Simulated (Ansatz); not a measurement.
CH7AlGeS, SMILES `C[S][AlH][GeH3]` at its PBE0-D4/def2-TZVP geometry, where that method's forces vanish. Total charge 0; spin multiplicity 1.

```xyz
11

C    -1.5527   -0.6832   -1.1682
S     0.0077   -0.6172   -2.1028
Al    1.4716    0.1349   -0.6881
Ge    0.8110    0.6433    1.6435
H    -2.1798    0.1617   -1.4496
H    -2.0613   -1.6097   -1.4323
H    -1.3851   -0.6677   -0.0920
H     2.9313    0.3231   -1.2712
H     0.1426    2.0294    1.7480
H    -0.2036   -0.3695    2.2126
H     2.0182    0.6548    2.6001
```

Task: What forces (eV/Å) does ωB97M-V/def2-TZVPP give on these atoms in Ansatz? (Best estimate.)

Result: The calculation gave: 
```
C1  -0.140  0.002  0.078
S2   0.113  0.007 -0.058
Al3  0.110  0.035  0.030
Ge4 -0.008  0.000  0.006
H5   0.046 -0.086  0.038
H6   0.035  0.093  0.041
H7  -0.031 -0.005 -0.085
H8  -0.159 -0.019  0.071
H9   0.049 -0.099 -0.008
H10  0.074  0.070 -0.040
H11 -0.088  0.001 -0.072
```
